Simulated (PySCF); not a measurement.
Planning a shielding job on `O=C(O)CCCCl` (4-chlorobutyric acid).

Method: GIAO PBE0/pcSseg-1 NMR shielding, non-relativistic, gas phase (PySCF 2.14.0, density-fitted response routines). Geometry: GFN2-xTB. Work: shieldings, charges and field gradients, density and orbital grids written, density fitting. The input is one job of a driver script: a line of settings, then coordinates in Å.

Command:
```bash
OMP_NUM_THREADS=1 python probes_run.py task.json out
```

Input:
```
{"job": {"kind": "nmr", "xc": "PBE0", "basis": "pcSseg-1"}, "charge": 0, "multiplicity": 1}
O      1.524030     0.586721     1.130671
C      1.455227     0.356834    -0.046720
O      2.370249     0.794385    -0.920248
C      0.377191    -0.440929    -0.735161
C     -0.726973    -0.880891     0.222435
C     -1.555850     0.289895     0.724539
Cl    -2.424748     1.078354    -0.622652
H      3.056122     1.308268    -0.465586
H      0.853518    -1.307529    -1.197884
H     -0.035105     0.171547    -1.539667
H     -0.279013    -1.365819     1.092227
H     -1.376426    -1.597614    -0.282040
H     -2.314314    -0.041720     1.432924
H     -0.924586     1.048024     1.184997
```

Hardware: Arm Neoverse N1, one thread (shared host). PySCF's memory limit was set to 1200 MB.

**Question.** How large is the basis?

**Answer.** 161 functions for 64 electrons, with 857 fitting functions; the fitted three-index integrals, 857 × 161 × 162/2 numbers of 8 bytes, come to 85 MiB.

**Question.** What wall time should be expected on this hardware?

**Answer.** About 38 s. The SCF took 14 cycles.

**Question.** Estimate the peak memory.

**Answer.** About 0.73 GiB. Peak memory is the resident size of the whole Python process, interpreter and libraries included.

**Question.** At this speed, how long would 20000 such jobs take on 16 cores, one job a core?

**Answer.** 20000/16 gives 1250 rounds of 38 s, about 13 h of wall time and 210 core-hours, if the jobs don't slow each other.

The SCF part of the output:
```
coarse grid: 12480 points
cycle   1  E = -766.5524754905  dE =  9.955e-01  |g| = 9.091e-01  |ddm| = 3.258e+00
cycle   2  E = -766.2683992259  dE =  2.841e-01  |g| = 1.551e+00  |ddm| = 1.678e+00
cycle   3  E = -766.6935684209  dE = -4.252e-01  |g| = 2.715e-01  |ddm| = 1.203e+00
cycle   4  E = -766.7067110766  dE = -1.314e-02  |g| = 7.340e-02  |ddm| = 2.164e-01
cycle   5  E = -766.7075361425  dE = -8.251e-04  |g| = 2.083e-02  |ddm| = 4.920e-02
cycle   6  E = -766.7076284382  dE = -9.230e-05  |g| = 4.504e-03  |ddm| = 1.813e-02
cycle   7  E = -766.7076326114  dE = -4.173e-06  |g| = 1.178e-03  |ddm| = 4.129e-03
final grid: 116600 points
cycle   8  E = -766.7686411265  dE = -2.780e-05  |g| = 1.204e-02  |ddm| = 2.401e-02
cycle   9  E = -766.7685998914  dE =  4.124e-05  |g| = 1.905e-02  |ddm| = 2.066e-02
cycle  10  E = -766.7686679061  dE = -6.801e-05  |g| = 2.472e-03  |ddm| = 1.320e-02
cycle  11  E = -766.7686689700  dE = -1.064e-06  |g| = 5.898e-04  |ddm| = 1.833e-03
cycle  12  E = -766.7686690293  dE = -5.933e-08  |g| = 1.129e-04  |ddm| = 4.546e-04
cycle  13  E = -766.7686690318  dE = -2.458e-09  |g| = 3.521e-05  |ddm| = 1.092e-04
cycle  14  E = -766.7686690321  dE = -2.588e-10  |g| = 6.710e-06  |ddm| = 3.065e-05
converged SCF energy = -766.7686690321
```

On the final grid dE counts from the start density on that grid.

Other jobs ran on the host; a repeat could differ by tens of per cent or more.
